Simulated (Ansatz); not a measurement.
Isolated molecules relaxed with PBE0-D4/def2-TZVP in Ansatz; ΔE leaves out vibrations. CCSD(T)/CBS is the MP2 limit (def2-TZVPP, def2-QZVPP) plus CCSD(T) − MP2 in def2-TZVPP, frozen cores. This one scheme is used for every species. DFT in def2-TZVPP. B3LYP here is the variant with VWN-RPA as its local correlation; programs differ in this. def2 core potentials past Kr. For Y outer-core shells are correlated without core-valence functions, which leaves a few kJ/mol of doubt a bond. One conformer a species, not always the lowest.

Reaction (formal hydrolysis of a Y–N bond): `C[N](C)[Y]([NH2])[F]` + H₂O → `[NH2][Y]([OH])[F]` + `CNC`

`C[N](C)[Y]([NH2])[F]`:

Z-matrix (Å, degrees):
```
Y
N 1 2.148
N 1 2.141 2 117.9
F 1 2.015 2 121.4 3 -179.7
C 1 3.233 2 138.5 3 -0.2
C 1 3.133 2 94.6 3 0.1
H 1 2.871 2 16.4 3 -179.8
H 2 1.013 1 127.4 3 -0.1
H 5 1.102 1 124.4 2 76.5
H 5 1.102 1 124.3 2 -75.9
H 5 1.096 1 79.5 2 -179.7
H 6 1.098 1 75.1 2 0.2
H 6 1.102 1 125.3 2 100.6
H 6 1.102 1 125.3 2 -100.2
```

H₂O:

```xyz
3

O     0.300   -0.198    0.148
H    -0.204   -0.405   -0.642
H    -0.097    0.604    0.494
```

`[NH2][Y]([OH])[F]`:

Cartesian coordinates in Å:
```
N -0.936 -0.921 0.860
Y -0.088 0.439 -0.562
O 1.897 0.792 -0.421
F -1.329 1.254 -1.926
H -1.907 -1.205 0.925
H -0.448 -1.410 1.601
H 2.812 1.052 -0.476
```

`CNC`:

Cartesian coordinates in Å:
```
C -0.735 0.944 -0.169
N 0.441 0.356 0.429
C 0.539 -1.065 0.188
H -0.735 2.024 -0.009
H -1.630 0.540 0.313
H -0.831 0.754 -1.253
H 1.270 0.820 0.084
H -0.288 -1.577 0.689
H 1.469 -1.452 0.609
H 0.499 -1.344 -0.880
```

Task: Is it downhill or uphill in electronic energy at CCSD(T)/CBS, and by how much? (An estimate is asked.)

Result: Computed: Downhill: ΔE = -0.81 eV.

Task: What do these levels give: r2SCAN-D4, PBE0-D4, B3LYP-D4, ωB97X-V, B2PLYP, r2SCAN, B3LYP, HF/def2-TZVPP, CCSD(T)/def2-TZVPP, HF/def2-QZVPP, SCS-MP2/def2-QZVPP, CCSD/CBS(def2)? (An estimate is asked.)

Result: The calculation gave: r2SCAN-D4 -0.83, PBE0-D4 -0.81, B3LYP-D4 -0.86, ωB97X-V -0.90, B2PLYP -0.88, r2SCAN -0.85, B3LYP -0.93, HF/def2-TZVPP -1.04, CCSD(T)/def2-TZVPP -0.78, HF/def2-QZVPP -1.05, SCS-MP2/def2-QZVPP -0.84, CCSD/CBS(def2) -0.85 eV.

Largest T1 diagnostic among the species: 0.014.

In def2-TZVPP, CCSD(T) changes the Hartree–Fock value by +0.27 eV (the triples alone add +0.04 eV) and MP2 by +0.27 eV. The D4 term adds +0.07 eV with B3LYP and +0.04 eV with PBE0; it sums over pairs of atoms, weighted by their polarisabilities, and B3LYP, whose exchange is more repulsive, gets the larger term.
